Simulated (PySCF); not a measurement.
PbI3, SMILES [I][Pb-]([I])[I], charge -1.

The structure is a stationary point at PBE-D3(BJ)/def2-SVPD. The isomer is the one that the SMILES or the coordinates give; other isomers of the formula were not compared. The def2 effective core potentials stand for the cores of I, Pb; spin–orbit coupling is left out.

Level of theory: PySCF with C-PCM-PBE0/def2-SVPD.

The values are the electrostatic part of the solvation free energy, E(continuum) − E(gas) at the gas-phase geometry, in a cavity of scaled van der Waals radii (PySCF's table); cavitation and dispersion terms are not included. A continuum can't describe solvent molecules that bind to the metal. In vacuum the orbital gap is 4.50 eV.

Computed values in water (ε = 78.36), acetone (ε = 20.49), acetonitrile (ε = 35.69):
```tsv
solvent	ε	ΔG(elec) (kcal/mol)	gap (eV)
water	78.36	-44.4	4.86
acetone	20.49	-42.6	4.84
acetonitrile	35.69	-43.6	4.85
```
